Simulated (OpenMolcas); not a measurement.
Au3+ among 6 point charges of -1.7 e arranged as a tetragonal octahedron (D4h). The axial distance is 0.86 times the equatorial one, R.

```json
{"Program": "OpenMolcas 26.06", "Method": "SS-CASPT2, IPEA 0.25 Eh, imaginary shift 0.1 Eh (closed shells correlated: 5s 5p)", "Basis": "ANO-RCC-VDZP [7s6p4d2f]", "Scalar Hamiltonian": "DKH2, point nucleus", "Active space": "8 electrons in 5 orbitals (5d)", "State averaging": "2S+1 = 3 even, 10 roots; 2S+1 = 1 even, 15 roots", "Spin-orbit coupling": "RASSI with atomic mean-field integrals over the reference wave functions"}
```

All point charges move together. At R = 1.99 Å the first state of the same spin is 9400 cm-1, and at R = 2.16 Å it is 6530 cm-1.

Q: A third run gives 3810 cm-1. What distance was it run at?

A: With a power law R^-n the two known points give n = -ln(6530 / 9400) / ln(2.16 / 1.99) = 4.44. Then R = 1.99 × (9400 / 3810)^(1/4.44) = 2.439 Å. The run was at 2.4 Å, so the estimate is off by +0.039 Å.

Real 4d8 and 5d8 ions are as a rule square planar and diamagnetic. This shell can be high or low spin here, a state of another spin lies low, and with metal d orbitals alone active their balance is uncertain, so the ground spin may be wrong. Point charges give a weaker field than real ligands, and real ions of this kind are as a rule low spin; the high spin found here belongs to the model. Free-ion shares, where given, are those of the reference states; single-state CASPT2 does not remix them. Spin-orbit coupling mixes the spin-free states strongly: the lowest level takes only 63 % from its leading state, 3B1 (figures for R = 2.16; the like holds for R = 2.4). This is an electrostatic model: the charges have no orbitals. No measured value stands beside these numbers.
